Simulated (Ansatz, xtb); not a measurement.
# Relative energy of two isomers of C6H9NO

We compare a, `C[C@@H]1C/C(=C/O)C=N1`, a singlet, with b, `C[C@@H]1CC(C=O)=CN1`, a singlet. Both are isolated molecules in the gas phase, relaxed with B3LYP/def2-SVP; each stands in its lowest conformer found.

Q: Estimate which is lower in electronic energy at CCSD(T)/def2-SVP + ΔMP2/def2-TZVPP, and by roughly how much.

A: The CCSD(T)/def2-SVP + ΔMP2/def2-TZVPP calculation puts structure b lower, by 7.8 kcal/mol.

Level by level:

| level | geometry | E(b) − E(a) (kcal/mol) | departure from the last row (kcal/mol) | job, with rough time for the two |
| --- | --- | --- | --- | --- |
| GFN2-xTB | GFN2-xTB | −4.2 | +3.6 | optimisation, 0.22 s |
| HF/STO-3G | GFN2-xTB | +0.4 | +8.1 | single point, 0.76 s |
| r2SCAN-D4/def2-SVP | GFN2-xTB | −13.0 | −5.2 | single point, 9 s |
| B3LYP/def2-SVP | B3LYP/def2-SVP | −12.0 | −4.3 | optimisation, 2.9 min |
| HF/def2-SVP | B3LYP/def2-SVP | −11.7 | −3.9 | part of the CCSD(T) run |
| MP2/def2-SVP | B3LYP/def2-SVP | −11.3 | −3.5 | part of the CCSD(T) run |
| CCSD(T)/def2-SVP | B3LYP/def2-SVP | −9.7 | −1.9 | single point |
| CCSD(T)/def2-SVP + ΔMP2/def2-TZVPP | B3LYP/def2-SVP | −7.8 |  | single point, 5.3 min |

As drawn, b has 1 C=O, 1 C–N, 1 N–H in place of 1 C–O, 1 C=N, 1 O–H.

HF/STO-3G finds them nearly level. The largest departure from CCSD(T)/def2-SVP + ΔMP2/def2-TZVPP is that of HF/STO-3G, 8.1 kcal/mol. The last row adds to CCSD(T) the change of the MP2 difference between the two basis sets, here +1.9 kcal/mol.

With thermal terms from frequencies at re-optimised GFN2-xTB minima (ideal gas, soft modes damped towards free rotors, one conformer each, 298.15 K, 1 atm): on the last row, ΔE + ΔZPE = −7.9, ΔH = −7.8, ΔG = −8.1 kcal/mol.

The correlated steps freeze 8 core orbitals. Codes used: Ansatz 0.2.0, xtb 6.7.1; the last row on 2 threads of Arm Neoverse V1 on a shared host.
